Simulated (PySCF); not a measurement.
Compound: C6H8F2.
Atom-mapped SMILES: `[CH2:1]=[C:2]1[CH2:3][C@@H:4]([CH2:5][F:6])[C@@H:7]1[F:8]` (hydrogens: H9, H10 on C1; H11, H12 on C3; H13 on C4; H14, H15 on C5; H16 on C7)

Structure used (GFN2-xTB), in Å, numbered top down from 1:
```xyz
16
C6H8F2 angstrom
C     -2.561    0.220   -0.080
C     -1.254    0.100    0.010
C     -0.318   -0.809    0.764
C      0.829    0.180    0.459
C      2.110   -0.397   -0.113
F      1.836   -1.214   -1.184
C     -0.103    0.915   -0.525
F     -0.184    2.276   -0.356
H     -3.015    1.008   -0.655
H     -3.223   -0.462    0.426
H     -0.182   -1.772    0.273
H     -0.551   -0.971    1.814
H      1.073    0.816    1.311
H      2.632   -1.014    0.626
H      2.774    0.393   -0.481
H      0.129    0.741   -1.581
```

Computed, not measured: TDDFT B3LYP/def2-SVPD, vertical, gas phase, core orbitals frozen in the response in PySCF 2.14.0, density-fitted response routines.

Frontier orbitals with the atoms that hold most of them (Löwdin shares over 4%, at most four atoms; ? is withheld):

```json
{"orbital": "LUMO+2", "ε (eV)": "0.82", "atoms": "C1 20%, H10 9%, H14 9%, H13 8%"}
{"orbital": "LUMO+1", "ε (eV)": "0.43", "atoms": "C5 20%, C3 11%, H14 10%, H12 8%"}
{"orbital": "LUMO", "ε (eV)": "-0.66", "atoms": "C1 27%, C2 26%, C7 9%, C3 6%"}
{"orbital": "HOMO", "ε (eV)": "-7.43", "atoms": "?"}
{"orbital": "HOMO-1", "ε (eV)": "-8.70", "atoms": "?"}
{"orbital": "HOMO-2", "ε (eV)": "-8.84", "atoms": "F8 21%, C7 17%, C4 16%, C5 11%"}
{"orbital": "HOMO-3", "ε (eV)": "-9.30", "atoms": "C3 18%, C5 17%, F6 16%, C4 15%"}
```

(1) Which atoms hold the HOMO-1, and with what shares?

(2) Give the leading atoms of the HOMO.

(3) The HOMO–LUMO gap is 6.77 eV. Where does the response calculation put the lowest singlet, and from which orbitals?

(4) Give energy, strength and leading configuration of S1, S2 and S3, and follow the Löwdin shares of the leading atoms from the occupied to the empty orbital.

Answers

(1) F8 (bonded to C) 21%; C7 (bonded to 2 C, F and H) 16%; C3 (bonded to 2 C and 2 H) 14%; C2 (bonded to 3 C) 14%. By element: carbon 44% or more, fluorine 21% or more.

(2) C1 (bonded to C and 2 H) 37%; C2 (bonded to 3 C) 33%; C3 (bonded to 2 C and 2 H) 7%; C7 (bonded to 2 C, F and H) 5%.

(3) S1 is at 6.54 eV (f = 0.233), 0.23 eV below the gap, made of HOMO→LUMO (85%). Without the coupling terms of the response equations the lowest excitation would equal the gap.

(4) 
- S1 (6.54 eV, f 0.233), HOMO→LUMO (85%): C1 37% → 27%, C2 33% → 26%
- S2 (6.81 eV, f 0.0032), HOMO-1→LUMO (77%): F8 21% → at most 7%, C7 16% → 9%, C1 at most 14% → 27%, C2 14% → 26%
- S3 (7.05 eV, f 0.012), HOMO→LUMO+1 (81%): C1 37% → at most 8%, C2 33% → at most 8%, C5 at most 5% → 20%, C3 7% → 11%

One conformer stands for the species.
